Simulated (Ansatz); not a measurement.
Pulling on the Cd1–H2 bond in BrCdH (SMILES [Br][CdH]) (multiplicity 1 held, fragments rigid). Energies count from the point at 1.659 Å.
Geometry at that point (charge 0, multiplicity 1):
```xyz
3

Cd     0.000     0.000    -0.998
H      0.000     0.000    -2.656
Br     0.000     0.000     1.444
```

Restricted levels (R-, RO-) in cc, def2 and unpolarised 6-31G sets keep to the state of the molecule at rest. U- levels take the lowest unrestricted solution at each point, which mixes spins at long bonds. Active spaces are followed from a long bond inwards. Levels need not reach the same state.

Correlated levels freeze the cores. Filled d and f shells under p-block atoms count as core.

Programs: Ansatz (a quantum-chemistry and plane-wave program). Values without a source in brackets are computed. In def2 rows elements past Kr take small-core potentials, without spin–orbit coupling.

Energies in kcal/mol.

| R (Å) | U-HF/def2-SVP | R-CCSD(T)/def2-SVP | SC-NEVPT2 on CASSCF(2,2)/def2-SVP | FIC-MRCISD+Q on CASSCF(2,2)/def2-SVP |
|---|---|---|---|---|
| 1.327 | 32.3 | 27.0 | 26.8 | 27.4 |
| 1.493 | 7.3 | 5.3 | 5.4 | 5.5 |
| 1.659 | 0.0 | 0.0 | 0.0 | 0.0 |
| 1.824 | 2.1 | 3.0 | 2.8 | 2.9 |
| 1.990 | 9.1 | 10.1 | 9.5 | 9.9 |
| 2.239 | 23.6 | 23.4 | 22.3 | 23.1 |
| 2.488 | 35.8 | 36.4 | 34.8 | 36.1 |
| 2.903 | 45.0 | 52.7 | 50.7 | 52.7 |
| 3.317 | 48.2 | 61.1 | 59.6 | 62.0 |
| 3.815 | 49.5 | 63.5 | 64.1 | 66.7 |
| 4.478 | 49.9 | 61.6 | 65.8 | 68.5 |
| 5.308 | 50.0 | 59.1 | 66.1 | 68.9 |

Doubts at one or more of the structures used: a spin-contaminated determinant (U-HF/def2-SVP); a restricted determinant that unrestricted orbitals would lower (R-CCSD(T)/def2-SVP); other coupled-cluster roots lie near (R-CCSD(T)/def2-SVP); T1 above 0.05 (R-CCSD(T)/def2-SVP).
